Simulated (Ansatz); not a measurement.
Geometry optimisation of the cluster SnTe₂.

```yaml
crystal:
  periodic: [false, false, false]
  atoms:
    - {symbol: Sn, position_ang: [-0.247780, -1.250970, -0.914600]}
    - {symbol: Te, position_ang: [-1.098720, 1.164620, 0.050820]}
    - {symbol: Te, position_ang: [1.346490, 0.086350, 0.863780]}
basis:
  gaussian: {orbitals: def2-SVP}
hamiltonian: {xc: pbe, dispersion: d4}
scf: {omitted_lower_state_checks: [starts]}
output: {orbitals: {seedname: orbitals}}
relax: {f_tol: 0.02, max_steps: 100}
```

```sh
$ ansatz run in.yaml --threads 4 --pin off --events-out ev --progress --plain --max-ram 3916MiB
```

Shortened log:

```
Functional definition: PBE
mean field -20419.92951939 eV, -750.4185687123 hartree, gradient 2.0e-5 eV, S^2 0.000000; 0 other end points of the search recorded, 0 dependent functions left out
relax step   1: F+E_penalty+E_count = -20420.10684899 eV  Δ(F+E_penalty+E_count) = +0.000e0 eV  max|allowed force component| = 6.532e-1 eV/Å  Δτ_max = 0.0000 Å  (26 SCF iters, accepted)
mean field -20419.92283275 eV, -750.4183229829 hartree, gradient 8.3e-6 eV, S^2 0.000000; 0 other end points of the search recorded, 0 dependent functions left out
relax step   2: F+E_penalty+E_count = -20420.09878386 eV  Δ(F+E_penalty+E_count) = +8.065e-3 eV  max|allowed force component| = 6.305e-1 eV/Å  Δτ_max = 0.0769 Å  (30 SCF iters, rejected (line search))
mean field -20419.96204803 eV, -750.4197641176 hartree, gradient 5.7e-6 eV, S^2 0.000000; 0 other end points of the search recorded, 0 dependent functions left out
relax step   3: F+E_penalty+E_count = -20420.13872820 eV  Δ(F+E_penalty+E_count) = -3.188e-2 eV  max|allowed force component| = 5.802e-2 eV/Å  Δτ_max = 0.0378 Å  (30 SCF iters, accepted)
mean field -20419.96225424 eV, -750.4197716958 hartree, gradient 9.2e-6 eV, S^2 0.000000; 0 other end points of the search recorded, 0 dependent functions left out
relax step   4: F+E_penalty+E_count = -20420.13900167 eV  Δ(F+E_penalty+E_count) = -2.735e-4 eV  max|allowed force component| = 7.221e-3 eV/Å  Δτ_max = 0.0040 Å  (30 SCF iters, accepted)
mean field -20419.96225424 eV, -750.4197716958 hartree, gradient 9.1e-6 eV, S^2 0.000000; 0 other end points of the search recorded, 0 dependent functions left out
Total energy: -20420.13902942 eV, -750.4262680637 hartree
Atom 0 at    -0.251247    -1.268938    -0.927681 Å, force    -0.000844    -0.004275    -0.003124 eV/Å
Atom 1 at    -1.124865     1.185968     0.048135 Å, force    -0.006377     0.005138    -0.000697 eV/Å
Atom 2 at     1.376102     0.082970     0.879547 Å, force     0.007221    -0.000863     0.003821 eV/Å
Dipole moment:    -0.079001    -0.399005    -0.291700 e Å
Checks for a lower state left out: starts
```

Run time 3.3 s (4 threads of Arm Neoverse V2 on a shared host).

In the def2 sets Sn, Te take a core potential; there is no spin–orbit coupling. The structure comes from a short search, and lower isomers may exist.
